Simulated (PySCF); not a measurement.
Does the answer move with the share of exact exchange?

Species: CH9FSi3.
Geometry (PBE0-D3(BJ)/def2-SVP, Å), atoms numbered from 1 in this order:
```
atom  x, y, z in Å
F1    -1.1471   -1.3315    1.5899
Si2   -1.1271   -1.3126   -0.0373
C3     0.0528    0.0207   -0.5932
Si4   -0.4780    1.7412   -0.0167
Si5    1.8510   -0.3582   -0.1524
H6    -2.5154   -1.0331   -0.5041
H7    -0.6864   -2.6591   -0.5013
H8    -0.0103    0.0233   -1.7000
H9    -1.8975    2.0006   -0.4091
H10    0.3931    2.7819   -0.6441
H11   -0.3583    1.8453    1.4673
H12    2.0347   -0.3156    1.3285
H13    2.2257   -1.7194   -0.6457
H14    2.7572    0.6502   -0.7818
```

PySCF, pcSseg-1 basis, density fitting, gas phase, PBE0-D3(BJ)/def2-SVP geometry. One functional is left out:

```tsv
functional	exact exchange (%)	HOMO energy (eV)	LUMO energy (eV)	dipole moment (D)
B97-D	0	-7.65	-0.69	1.859
BLYP	0	-7.52	-0.71	1.834
BP86	0	-7.76	-0.93	1.850
LDA	0	-7.72	-1.15	1.914
OPBE	0	-7.64	-0.68	1.832
PBE	0	-7.65	-0.89	1.842
B3LYP	20	-8.72	-0.21	1.945
B97-2	21	-8.70	0.00	1.963
PBE0	25	-8.94	-0.04	1.972
BHandHLYP	50	-10.13	0.89	2.067
```

Predict the row of mPW1PW91 (25 % exact exchange) by straight lines through the other rows, and check it.

```
         property   line  computed  computed − line  PBE0 (25 %), for comparison
 HOMO energy (eV)  -8.91     -8.97            -0.06                        -8.94
 LUMO energy (eV)   0.02     -0.01            -0.03                        -0.04
dipole moment (D)  1.966     1.980           +0.014                        1.972
```

Which of these properties follows the share of exact exchange most closely, and which least?

Most closely the HOMO energy, least the dipole moment; the correlations over the tabulated rows are HOMO energy -0.997, LUMO energy 0.971, dipole moment 0.954. The HOMO energy moves by -0.500 eV for every 10 %. Functionals with the same share still differ in their other parts: at 0 % BLYP and BP86 differ by 0.24 eV in it.
